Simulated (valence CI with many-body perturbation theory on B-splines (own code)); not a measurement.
**E1 transitions of Hg73+**

Calculated by relativistic CI+MBPT: five valence electrons over a frozen Dirac-Fock core [He], radial functions for each j: 11 s, 11 p, 10 d, 8 f, 5 g, 2 h, with the one-electron correlation potential Σ1, the two-electron term Σ2, the three-electron term Σ3, Breit, model QED; selected CI, second order for the rest, scaled by the run's own slope (own B-spline code, finite nucleus).

No measured spectrum was set against this ion. As an estimate, large intervals hold to a few tenths of a per cent, small ones and those within an open d or f shell to about a per cent. Among the levels kept, up to 7500 cm⁻¹ of a level comes from second order outside the variational space, and about a tenth of that is noise between levels of different J, which matters for small intervals.

Lines 1 to 50 of 600 in falling wavelength, among levels below 15994 eV, chosen from the strongest by gf and those to the six lowest levels. Wavelengths and rates use the calculated energies. Electric multipoles are in the length gauge, E1 and E2 with the static RPA response of the core. Weak lines are less certain than strong ones. Lines between different terms over intervals too small for the method are left out, as are lines whose strength nearly cancels. The highest levels of a list are the least certain.

Levels are named by their leading jj configuration (3d3/2^4 stands for four electrons in 3d with j = 3/2), which in mixed levels can hold well under half, so a name can repeat and another be missing. Letters in brackets count levels of one name in rising energy.

```
λ vac (Å)                               Upper                               Lower   A (s⁻¹)  S (a.u.) with core polarisation  S without
    250.6          (2s^2 2p1/2^2 4f7/2) J=7/2          (2s^2 2p1/2^2 4d5/2) J=5/2  2.51e+09                         1.56e-01   1.56e-01
    140.6          (2s^2 2p1/2^2 4f5/2) J=5/2          (2s^2 2p1/2^2 4d3/2) J=3/2  1.32e+10                         1.09e-01   1.09e-01
    115.8          (2s^2 2p1/2^2 4d5/2) J=5/2          (2s^2 2p1/2^2 4p3/2) J=3/2  3.96e+10                         1.82e-01   1.82e-01
    73.30  (2s 2p1/2 2p3/2^2 3p1/2) J=5/2 [b]         (2s 2p1/2 2p3/2^2 3s) J=7/2  2.67e+10                         3.12e-02   3.12e-02
    50.25      (2s^2 2p3/2^2 3d5/2) J=5/2 [a]      (2s^2 2p3/2^2 3p3/2) J=3/2 [a]  5.85e+10                         2.20e-02   2.20e-02
    50.10  (2s 2p1/2 2p3/2^2 3d5/2) J=5/2 [f]  (2s 2p1/2 2p3/2^2 3p3/2) J=3/2 [f]  7.41e+10                         2.76e-02   2.76e-02
    49.99  (2s 2p1/2^2 2p3/2 3d5/2) J=5/2 [a]  (2s 2p1/2^2 2p3/2 3p3/2) J=5/2 [a]  4.27e+10                         1.58e-02   1.58e-02
    49.92  (2s 2p1/2 2p3/2^2 3d5/2) J=7/2 [b]  (2s 2p1/2 2p3/2^2 3p3/2) J=5/2 [b]  5.96e+10                         2.93e-02   2.93e-02
    49.32      (2s 2p1/2^2 2p3/2 3d5/2) J=9/2      (2s 2p1/2^2 2p3/2 3p3/2) J=7/2  1.25e+11                         7.43e-02   7.43e-02
    49.15  (2s 2p1/2 2p3/2^2 3d5/2) J=7/2 [e]  (2s 2p1/2 2p3/2^2 3p3/2) J=5/2 [e]  1.03e+11                         4.81e-02   4.81e-02
    48.98  (2s 2p1/2^2 2p3/2 3d5/2) J=3/2 [b]  (2s 2p1/2^2 2p3/2 3p3/2) J=1/2 [b]  8.74e+10                         2.03e-02   2.03e-02
    48.93  (2s 2p1/2 2p3/2^2 3d5/2) J=9/2 [a]  (2s 2p1/2 2p3/2^2 3p3/2) J=7/2 [a]  1.14e+11                         6.58e-02   6.58e-02
    48.91     (2s 2p1/2 2p3/2^2 3d5/2) J=11/2      (2s 2p1/2 2p3/2^2 3p3/2) J=9/2  1.29e+11                         8.93e-02   8.93e-02
    48.77  (2s 2p1/2^2 2p3/2 3d5/2) J=7/2 [a]  (2s 2p1/2^2 2p3/2 3p3/2) J=5/2 [a]  1.04e+11                         4.75e-02   4.75e-02
    48.56  (2s 2p1/2 2p3/2^2 3d5/2) J=7/2 [a]  (2s 2p1/2 2p3/2^2 3p3/2) J=5/2 [a]  7.99e+10                         3.61e-02   3.61e-02
    48.46  (2s 2p1/2 2p3/2^2 3d5/2) J=9/2 [b]  (2s 2p1/2 2p3/2^2 3p3/2) J=7/2 [b]  9.92e+10                         5.57e-02   5.57e-02
    48.41  (2s 2p1/2^2 2p3/2 3d5/2) J=5/2 [b]  (2s 2p1/2^2 2p3/2 3p3/2) J=3/2 [b]  1.08e+11                         3.62e-02   3.62e-02
    48.37  (2s^2 2p1/2 2p3/2 3d5/2) J=7/2 [a]  (2s^2 2p1/2 2p3/2 3p3/2) J=5/2 [a]  1.08e+11                         4.82e-02   4.82e-02
    48.35  (2s^2 2p1/2 2p3/2 3d5/2) J=7/2 [b]  (2s^2 2p1/2 2p3/2 3p3/2) J=5/2 [b]  9.72e+10                         4.34e-02   4.34e-02
    48.32  (2s^2 2p1/2 2p3/2 3d5/2) J=5/2 [b]  (2s^2 2p1/2 2p3/2 3p3/2) J=3/2 [b]  6.50e+10                         2.17e-02   2.17e-02
    48.31  (2s 2p1/2 2p3/2^2 3d5/2) J=5/2 [d]  (2s 2p1/2 2p3/2^2 3p3/2) J=3/2 [d]  8.73e+10                         2.91e-02   2.91e-02
    48.29          (2s^2 2p3/2^2 3d5/2) J=7/2          (2s^2 2p3/2^2 3p3/2) J=5/2  7.43e+10                         3.30e-02   3.30e-02
    48.09  (2s 2p1/2 2p3/2^2 3d5/2) J=7/2 [c]  (2s 2p1/2 2p3/2^2 3p3/2) J=5/2 [c]  1.14e+11                         5.02e-02   5.02e-02
    48.08  (2s 2p1/2 2p3/2^2 3d5/2) J=9/2 [b]      (2s 2p1/2 2p3/2^2 3p3/2) J=9/2  2.78e+10                         1.53e-02   1.53e-02
    48.08          (2s^2 2p3/2^2 3d5/2) J=9/2          (2s^2 2p3/2^2 3p3/2) J=7/2  1.05e+11                         5.79e-02   5.79e-02
    47.92  (2s 2p1/2 2p3/2^2 3d5/2) J=7/2 [d]  (2s 2p1/2 2p3/2^2 3p3/2) J=5/2 [d]  1.03e+11                         4.47e-02   4.47e-02
    47.91      (2s^2 2p3/2^2 3d5/2) J=5/2 [b]      (2s^2 2p3/2^2 3p3/2) J=3/2 [b]  1.07e+11                         3.49e-02   3.49e-02
    47.89  (2s 2p1/2^2 2p3/2 3d5/2) J=7/2 [b]  (2s 2p1/2^2 2p3/2 3p3/2) J=5/2 [b]  1.31e+11                         5.69e-02   5.69e-02
    47.72  (2s 2p1/2 2p3/2^2 3d5/2) J=5/2 [a]  (2s 2p1/2 2p3/2^2 3p3/2) J=3/2 [a]  4.41e+10                         1.42e-02   1.42e-02
    47.57          (2s^2 2p1/2^2 3d5/2) J=5/2          (2s^2 2p1/2^2 3p3/2) J=3/2  1.31e+11                         4.18e-02   4.18e-02
    47.53      (2s^2 2p1/2 2p3/2 3d5/2) J=9/2      (2s^2 2p1/2 2p3/2 3p3/2) J=7/2  1.30e+11                         6.89e-02   6.89e-02
    47.49  (2s 2p1/2 2p3/2^2 3d5/2) J=5/2 [c]  (2s 2p1/2 2p3/2^2 3p3/2) J=3/2 [c]  1.27e+11                         4.03e-02   4.03e-02
    47.36  (2s 2p1/2 2p3/2^2 3d5/2) J=5/2 [b]  (2s 2p1/2 2p3/2^2 3p3/2) J=5/2 [b]  6.66e+10                         2.09e-02   2.09e-02
    47.30  (2s 2p1/2 2p3/2^2 3d5/2) J=9/2 [c]  (2s 2p1/2 2p3/2^2 3p3/2) J=7/2 [c]  1.35e+11                         7.05e-02   7.05e-02
    47.11  (2s 2p1/2 2p3/2^2 3d5/2) J=3/2 [d]  (2s 2p1/2 2p3/2^2 3p3/2) J=1/2 [c]  9.05e+10                         1.87e-02   1.87e-02
    46.87  (2s 2p1/2 2p3/2^2 3d5/2) J=5/2 [e]  (2s 2p1/2 2p3/2^2 3p3/2) J=3/2 [e]  9.86e+10                         3.01e-02   3.01e-02
    46.23  (2s 2p1/2^2 2p3/2 3d5/2) J=5/2 [a]  (2s 2p1/2^2 2p3/2 3p3/2) J=3/2 [a]  8.69e+10                         2.54e-02   2.54e-02
    45.97  (2s^2 2p1/2 2p3/2 3d5/2) J=5/2 [a]  (2s^2 2p1/2 2p3/2 3p3/2) J=3/2 [a]  9.51e+10                         2.74e-02   2.74e-02
    45.53  (2s^2 2p1/2 2p3/2 3d5/2) J=3/2 [a]  (2s^2 2p1/2 2p3/2 3p3/2) J=1/2 [a]  8.16e+10                         1.52e-02   1.52e-02
    45.03  (2s 2p1/2 2p3/2^2 3d5/2) J=3/2 [b]  (2s 2p1/2 2p3/2^2 3p3/2) J=3/2 [b]  7.40e+10                         1.33e-02   1.33e-02
    43.57  (2s 2p1/2 2p3/2^2 3d5/2) J=3/2 [c]  (2s 2p1/2 2p3/2^2 3p3/2) J=1/2 [b]  8.71e+10                         1.42e-02   1.42e-02
    43.37  (2s 2p1/2^2 2p3/2 3d5/2) J=3/2 [a]  (2s 2p1/2^2 2p3/2 3p3/2) J=3/2 [a]  8.69e+10                         1.40e-02   1.40e-02
    42.79          (2s^2 2p1/2^2 4d3/2) J=3/2          (2s^2 2p1/2^2 4p1/2) J=1/2  6.34e+11                         9.80e-02   9.80e-02
    42.49  (2s 2p1/2 2p3/2^2 3d5/2) J=7/2 [b]  (2s 2p1/2 2p3/2^2 3p3/2) J=7/2 [b]  7.02e+10                         2.13e-02   2.13e-02
    41.37          (2s^2 2p1/2^2 4p3/2) J=3/2             (2s^2 2p1/2^2 4s) J=1/2  8.22e+11                         1.15e-01   1.15e-01
    40.82      (2s^2 2p3/2^2 3d5/2) J=5/2 [a]          (2s^2 2p3/2^2 3p3/2) J=5/2  7.89e+10                         1.59e-02   1.59e-02
    38.83      (2s 2p1/2 2p3/2^2 3p3/2) J=9/2          (2s^2 2p3/2^2 3p3/2) J=7/2  6.59e+10                         1.90e-02   1.91e-02
    35.29      (2s 2p1/2^2 2p3/2 3p3/2) J=7/2  (2s^2 2p1/2 2p3/2 3p3/2) J=5/2 [a]  7.16e+10                         1.24e-02   1.24e-02
    33.48          (2s 2p1/2^2 2p3/2^2) J=5/2          (2s^2 2p1/2 2p3/2^2) J=5/2  2.51e+10                         2.79e-03   2.80e-03
    32.61       (2p1/2^2 2p3/2^2 3p3/2) J=7/2  (2s 2p1/2 2p3/2^2 3p3/2) J=5/2 [c]  9.33e+10                         1.28e-02   1.28e-02
```
